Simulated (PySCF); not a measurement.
## Si28H42: Orbital levels and atomic charges

System: Si28H42 (flake silicane).

Cartesian coordinates (Å):
```
  1 Si    0.0007    1.1462   -0.2805
  2 Si   -1.9755    2.3009    0.2684
  3 Si   -3.9524    1.1410   -0.2731
  4 Si   -3.9524   -1.1403    0.2721
  5 Si   -1.9748   -2.3015   -0.2687
  6 Si    0.0007   -1.1454    0.2810
  7 Si    5.9154    4.5307   -0.3629
  8 Si    3.9941    5.6422    0.3330
  9 Si    1.9970    4.5940   -0.2922
 10 Si    1.9751    2.3012    0.2698
 11 Si    3.9515    1.1408   -0.2717
 12 Si    5.8780    2.3146    0.3381
 13 Si   -5.8776   -2.3154   -0.3405
 14 Si   -5.9156   -4.5307    0.3612
 15 Si   -3.9942   -5.6421   -0.3337
 16 Si   -1.9973   -4.5950    0.2932
 17 Si    1.9759   -2.3016   -0.2678
 18 Si    3.9520   -1.1408    0.2727
 19 Si    5.8770   -2.3145   -0.3411
 20 Si    1.9972   -4.5952    0.2943
 21 Si    3.9948   -5.6418   -0.3338
 22 Si    5.9161   -4.5292    0.3624
 23 Si    0.0006    5.6308    0.3301
 24 Si   -1.9968    4.5944   -0.2922
 25 Si   -0.0003   -5.6311   -0.3284
 26 Si   -3.9947    5.6422    0.3346
 27 Si   -5.9161    4.5302   -0.3600
 28 Si   -5.8777    2.3148    0.3393
 29 H     0.0010    1.1446   -1.7720
 30 H    -1.9661    2.3095    1.7588
 31 H    -3.9471    1.1567   -1.7627
 32 H    -3.9470   -1.1563    1.7619
 33 H    -1.9652   -2.3109   -1.7593
 34 H    -0.0005   -1.1446    1.7725
 35 H     5.9548    4.5503   -1.8364
 36 H     7.1504    5.2432    0.0059
 37 H     3.9917    5.6919    1.8071
 38 H     4.0029    7.0658   -0.0422
 39 H     2.0004    4.5815   -1.7802
 40 H     1.9657    2.3098    1.7599
 41 H     3.9461    1.1562   -1.7613
 42 H     5.9416    2.2856    1.8114
 43 H     7.0940    1.5875   -0.0613
 44 H    -5.9406   -2.2854   -1.8137
 45 H    -7.0936   -1.5878    0.0572
 46 H    -5.9568   -4.5512    1.8345
 47 H    -7.1500   -5.2432   -0.0087
 48 H    -3.9895   -5.6899   -1.8079
 49 H    -4.0029   -7.0659    0.0401
 50 H    -2.0017   -4.5817    1.7812
 51 H     1.9656   -2.3108   -1.7582
 52 H     3.9479   -1.1568    1.7623
 53 H     5.9378   -2.2868   -1.8145
 54 H     7.0939   -1.5877    0.0547
 55 H     2.0019   -4.5825    1.7825
 56 H     3.9904   -5.6891   -1.8082
 57 H     4.0035   -7.0660    0.0398
 58 H     5.9548   -4.5493    1.8359
 59 H     7.1506   -5.2429   -0.0057
 60 H    -0.0004    5.6850    1.8045
 61 H     0.0000    7.0540   -0.0546
 62 H    -2.0014    4.5830   -1.7805
 63 H     0.0000   -5.6844   -1.8029
 64 H    -0.0001   -7.0542    0.0565
 65 H    -3.9905    5.6904    1.8089
 66 H    -4.0027    7.0662   -0.0396
 67 H    -5.9568    4.5517   -1.8330
 68 H    -7.1500    5.2429    0.0105
 69 H    -5.9392    2.2845    1.8125
 70 H    -7.0937    1.5877   -0.0588
```

Method: PBE/def2-SVP, gas phase, PySCF, fitting set def2-universal-JFIT, grid level 1.

(1) Give the orbital energies near the gap.

(2) Give the partial charges of the non-hydrogen atoms.

## Answers

(1) 
| orbital | eV |
| --- | --- |
| HOMO-4 | -6.80 |
| HOMO-3 | -6.74 |
| HOMO-2 | -6.43 |
| HOMO-1 | -6.21 |
| HOMO | -6.17 |
| LUMO | -2.47 |
| LUMO+1 | -2.44 |
| LUMO+2 | -2.41 |
| LUMO+3 | -2.40 |

(2) 
| atom | Mulliken | IAO | Hirshfeld |
| --- | --- | --- | --- |
| Si1 | 0.01 | 0.07 | 0.08 |
| Si2 | -0.02 | 0.06 | 0.07 |
| Si3 | -0.03 | 0.05 | 0.08 |
| Si4 | -0.03 | 0.05 | 0.08 |
| Si5 | -0.02 | 0.06 | 0.07 |
| Si6 | 0.01 | 0.07 | 0.08 |
| Si7 | 0.05 | 0.15 | 0.15 |
| Si8 | 0.06 | 0.16 | 0.14 |
| Si9 | -0.06 | 0.04 | 0.08 |
| Si10 | -0.02 | 0.06 | 0.07 |
| Si11 | -0.03 | 0.05 | 0.08 |
| Si12 | 0.06 | 0.15 | 0.14 |
| Si13 | 0.06 | 0.15 | 0.14 |
| Si14 | 0.05 | 0.15 | 0.15 |
| Si15 | 0.06 | 0.16 | 0.14 |
| Si16 | -0.06 | 0.04 | 0.08 |
| Si17 | -0.02 | 0.06 | 0.07 |
| Si18 | -0.03 | 0.05 | 0.08 |
| Si19 | 0.06 | 0.15 | 0.14 |
| Si20 | -0.06 | 0.04 | 0.08 |
| Si21 | 0.06 | 0.15 | 0.14 |
| Si22 | 0.05 | 0.15 | 0.15 |
| Si23 | 0.11 | 0.17 | 0.14 |
| Si24 | -0.06 | 0.04 | 0.08 |
| Si25 | 0.11 | 0.17 | 0.14 |
| Si26 | 0.06 | 0.16 | 0.14 |
| Si27 | 0.05 | 0.15 | 0.15 |
| Si28 | 0.06 | 0.15 | 0.14 |
